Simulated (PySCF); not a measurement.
**CaF: from constants to spectrum**

PBE0 constants of CaF, ²Σ⁺ (doublet), unpaired electrons σ ↑ (basis Ca x2c-TZVPall, F x2c-TZVPall; spin-free X2C with a Gaussian nucleus; PySCF 2.14; masses 39.9626 and 18.9984 u):

| Item | Value |
| --- | --- |
| ωe | 592.6 cm⁻¹ |
| ωexe | 2.93 cm⁻¹ |
| Be | 0.34425 cm⁻¹ |
| αe | 0.00239 cm⁻¹ |
| D (centrifugal) | 4.65e-07 cm⁻¹ |
| De to Ca + F | 5.49 eV |

Give the vibrational terms G(v) and spacings up to v = 6.

G(v) = ωe(v+½) − ωexe(v+½)².

| v | G(v) (cm⁻¹) | G(v) − G(v−1) | Bv (cm⁻¹) |
| --- | --- | --- | --- |
| 0 | 296 |  | 0.3431 |
| 1 | 882 | 587 | 0.3407 |
| 2 | 1463 | 581 | 0.3383 |
| 3 | 2038 | 575 | 0.3359 |
| 4 | 2607 | 569 | 0.3335 |
| 5 | 3171 | 563 | 0.3311 |
| 6 | 3728 | 557 | 0.3287 |

How well does the Morse estimate ωe²/(4ωexe) reproduce De, and what is D0?

It gives 3.72 eV, 68 % of the computed De. D0 = De − G(0) = 5.49 − 0.04 = 5.45 eV.

The state was picked by a PBE0 search and need not be the measured ground state.
